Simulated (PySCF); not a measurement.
# Cu⁺ (copper, charge +1) across methods

[Ar] 3d10, closed-shell 1S. Computed with PySCF 2.14 in aug-cc-pVTZ-PP with one added diffuse shell each of s, p, d, f, g type with ECP10MDF (7s7p6d4f3g, 113 functions), with scalar relativity through the core potential.

```
 method  E (hartree)  mean ε 3s (eV)  mean ε 3p (eV)  mean ε 3d (eV)  Σ⟨r²⟩ (bohr²)   ⟨S²⟩
wB97M-V    -196.8467         -134.01         -89.372         -18.477          19.09  0.000
    LDA    -196.6367         -123.87         -80.959         -14.020          19.32  0.000
   PBE0    -196.9452         -130.67         -86.241         -15.853          18.86  0.000
LC-wPBE    -197.0393         -129.52         -86.499         -18.624          19.03  0.000
  wB97X    -197.0075         -131.84         -87.926         -18.427          18.89  0.000
    UHF   -195.93392         -150.66         -101.86         -21.840          18.12  0.000
 r2SCAN    -196.8854         -128.40         -83.869         -13.595          19.07  0.000
    PBE    -197.0004         -123.82         -80.848         -13.668          19.29  0.000
```

Energies and moments cover only the electrons outside the core potential.
